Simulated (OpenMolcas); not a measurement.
# P III: the spin-orbit constant, worked from levels

| Item | Value |
| --- | --- |
| Program | OpenMolcas 26.06 |
| Basis | ANO-RCC-VDZ [4s3p] |
| Scalar Hamiltonian | X2C, point nucleus |
| Active space | 3 electrons in 4 orbitals (3s 3p) |
| State averaging | 2S+1 = 4 odd, 1 root; 2S+1 = 2 odd, 3 roots; 2S+1 = 4 even, 3 roots; 2S+1 = 2 even, 9 roots |
| Spin-orbit coupling | state interaction with AMFI integrals over the reference wave functions, term energies averaged over their components |

Methods: CASSCF; SS-CASPT2, IPEA 0.25 Eh, imaginary shift 0.1 Eh (closed shells correlated: 2s 2p). Measured levels: Martin, Zalubas and Musgrove, J. Phys. Chem. Ref. Data 14, 751 (1985).

**The spin-orbit constant.** For the Hund term ²P° of p1, E(J) = (A/2) J(J+1) + constant and ζ = 2S·A = A. From J = 1/2 to J = 3/2 the energy changes by 1.5 A.

```csv
Source,E(3/2) - E(1/2),A,ζ
CASSCF,480.8,320.5,321
SS-CASPT2,480.8,320.5,321
measured,559.1,372.7,373
```

All in cm-1. SS-CASPT2 is off by -14.0 % and CASSCF by -14.0 %. Both methods take the spin-orbit matrix elements from the reference wave functions, so the second can move ζ only through the term energies and any multistate remixing.

Measured partners are found by configuration, term and J. A level has none where our copy of the source lacks it or the pairing is in doubt (some pairs that miss far off the trend of their configuration count as doubtful), and it then counts in no deviation. Only configurations of the active space appear.

° marks odd parity.
